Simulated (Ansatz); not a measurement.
The cluster Na6P⁻. The state is a singlet with charge -1. Geometry PBE-D4/def2-SVPD; atoms count from 1.

Cartesian coordinates in Å:
```
P 0.309 0.587 -0.382
Na -1.820 0.099 1.195
Na 2.099 0.935 -2.338
Na -3.200 -3.335 1.163
Na 0.513 3.241 -0.120
Na 2.409 0.477 1.250
Na -0.309 -2.005 -0.768
```

The restricted singlet is unstable towards broken spin symmetry at other levels; at PBE0-D4/def2-TZVPD this wasn't settled. The geometry of the singlet was relaxed on an unsound state (restricted singlet, unstable towards broken spin symmetry at other levels and untested here). The structure comes from a short search, and lower isomers may exist.

Question: Estimate the Mulliken populations from the PBE0/def2-TZVPD orbitals of Ansatz.

Answer: 
```
atom  charge (e)
  P1       -1.21
 Na2        0.16
 Na3        0.09
 Na4       -0.41
 Na5        0.08
 Na6        0.13
 Na7        0.16
```
Mulliken values and Mayer orders depend strongly on the basis. With diffuse functions, as here, like atoms can get unlike values, and bond orders can come out too low or too high.

Question: And the Mayer bond orders between bonded heavy atoms (over 0.3)?

Answer: P1–Na2 0.51 (2.69 Å); P1–Na3 0.43 (2.67 Å); P1–Na5 0.43 (2.67 Å); P1–Na6 0.43 (2.66 Å); P1–Na7 0.50 (2.69 Å); Na2–Na4 0.37 (3.70 Å); Na3–Na5 0.31 (3.57 Å); Na4–Na7 0.37 (3.72 Å).
